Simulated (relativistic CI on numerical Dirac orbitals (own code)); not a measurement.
# Level scheme of Tl XL

Calculated at this level of theory: Dirac-Coulomb-Breit CI, orbitals from a KLI potential per configuration, QED by a radiative potential, unscaled Slater integrals (own radial code, finite nucleus).

CI space (outside the closed core [Ar] 3d10): 4s²4p⁶4d⁶, 4s²4p⁶4d⁵4f, 4s²4p⁵4d⁷, 4s²4p⁴4d⁸, 4s4p⁶4d⁷, 4p⁶4d⁸, 4s4p⁶4d⁶4f, 4s4p⁵4d⁸, 4s²4p⁶4d⁵5s, 4s²4p⁶4d⁵5d, 4s²4p⁴4d⁷5s, 4s²4p⁶4d⁴5s², 4s4p⁶4d⁶5s, 4s²4p⁶4d⁵6s, 4p⁶4d⁷5s, 4p⁶4d⁷5p. Levels of other configurations are missing.

The lowest level is 4s²4p⁶4d⁶ ³F4, with 41 % of that term; Hund's rules for 4s²4p⁶4d⁶ give ⁵D with J = 4, of which the calculation keeps J, while another term leads.

```tsv
No.	Configuration	Term	J	E (cm⁻¹)	%	Next component (%)	Lifetime (s)
1	4s²4p⁶4d⁶	³F	4	0	41	32 ⁵D	
2	4s²4p⁶4d⁶	³P	2	24625	40	21 ³D	2.13e+02
3	4s²4p⁶4d⁶	³P	0	84947	53	31 ¹S	6.85e-01
4	4s²4p⁶4d⁶	⁵D	3	201938	63	24 ³F	4.55e-06
5	4s²4p⁶4d⁶	⁵D	4	210984	44	23 ³H	4.89e-06
6	4s²4p⁶4d⁶	⁵D	1	217321	49	31 ³P	4.15e-06
7	4s²4p⁶4d⁶	³G	5	243940	61	39 ³H	2.14e-05
8	4s²4p⁶4d⁶	³H	6	247542	67	33 ¹I	8.62e-02
9	4s²4p⁶4d⁶	³F	2	261961	47	23 ¹D	7.05e-06
10	4s²4p⁶4d⁶	³D	3	269155	32	27 ³G	1.02e-05
11	4s²4p⁶4d⁶	³P	0	300656	69	25 ¹S	1.31e-04
12	4s²4p⁶4d⁶	³P	1	315325	63	31 ³D	9.48e-06
13	4s²4p⁶4d⁶	³D	2	316950	34	21 ³F	3.47e-05
14	4s²4p⁶4d⁶	¹G	4	319071	43	28 ³G	1.63e-04
15	4s²4p⁶4d⁶	³F	3	326440	55	39 ¹F	1.64e-05
16	4s²4p⁶4d⁶	⁵D	2	425943	63	27 ³P	2.05e-06
17	4s²4p⁶4d⁶	⁵D	0	436417	63	36 ¹S	1.83e-06
18	4s²4p⁶4d⁶	³H	4	453860	42	37 ³F	2.47e-06
19	4s²4p⁶4d⁶	⁵D	3	463474	29	24 ³D	2.68e-06
20	4s²4p⁶4d⁶	³H	5	472425	61	39 ³G	4.46e-06
21	4s²4p⁶4d⁶	¹I	6	489509	67	33 ³H	7.15e-06
22	4s²4p⁶4d⁶	³F	3	491954	42	41 ³G	3.94e-06
23	4s²4p⁶4d⁶	³D	1	498463	49	43 ³P	3.20e-06
24	4s²4p⁶4d⁶	³F	2	512137	35	33 ³P	4.26e-06
25	4s²4p⁶4d⁶	¹G	4	512156	50	31 ³G	4.96e-06
26	4s²4p⁶4d⁶	³F	2	551566	68	17 ³P	2.82e-06
27	4s²4p⁶4d⁶	³F	4	571202	61	33 ¹G	4.39e-06
28	4s²4p⁶4d⁶	¹D	2	632938	80	8 ³P	4.57e-06
29	4s²4p⁶4d⁶	³P	1	674169	61	39 ⁵D	1.18e-06
30	4s²4p⁶4d⁶	¹S	0	691798	80	18 ³P	3.21e-06
31	4s²4p⁶4d⁶	¹G	4	727082	39	22 ³F	1.72e-06
32	4s²4p⁶4d⁶	³P	2	744257	33	26 ¹D	1.81e-06
33	4s²4p⁶4d⁶	³F	3	753128	38	25 ¹F	1.94e-06
34	4s²4p⁶4d⁶	³P	0	947887	60	27 ¹S	9.18e-07
35	4s²4p⁵4d⁷	⁵G°	6	1708774	66	28 ³H°	1.26e-10
36	4s²4p⁵4d⁷	³G°	5	1731478	41	35 ⁵F°	3.44e-11
37	4s²4p⁵4d⁷	³D°	3	1735417	49	15 ³F°	4.56e-11
38	4s²4p⁵4d⁷	³P°	0	1740365	56	35 ¹S°	1.07e-10
39	4s²4p⁵4d⁷	³F°	4	1766440	18	13 ⁵D°	2.73e-11
40	4s²4p⁵4d⁷	³P°	2	1768814	28	20 ³D°	1.63e-11
41	4s²4p⁶4d⁵4f	³F°	3	1787020	12	12 ³D°	3.16e-11
42	4s²4p⁵4d⁷	³F°	4	1799418	37	18 ⁵D°	1.29e-10
43	4s²4p⁶4d⁵4f	⁵D°	1	1803236	16	14 ³P°	2.32e-11
44	4s²4p⁵4d⁷	³P°	2	1808165	21	18 ¹D°	1.22e-10
45	4s²4p⁶4d⁵4f	³F°	2	1821306	16	12 4s²4p⁵4d⁷ ³P°	7.09e-11
```

Energies count from the lowest computed level; ° marks odd parity; lifetimes are radiative, by E1, M1, E2, M2, E3 decay to levels of this space only.

The mean weight of the leading LS term, summed over parents, in these 45 levels is 48 %, and that of the leading jj configuration (from the same eigenvectors) 90 %, so jj coupling describes them better and the LS labels are nominal.

At this charge energies of transitions that change n are usually good to better than 1 %, and those within a shell (Δn = 0) to a few per cent. Terms inside the open d or f shell come out 10 to 20 % too wide with unscaled integrals.

LS names give the leading component of a level, which can be under half, so a name can repeat, a term be missing and a line seem to break the LS rules.
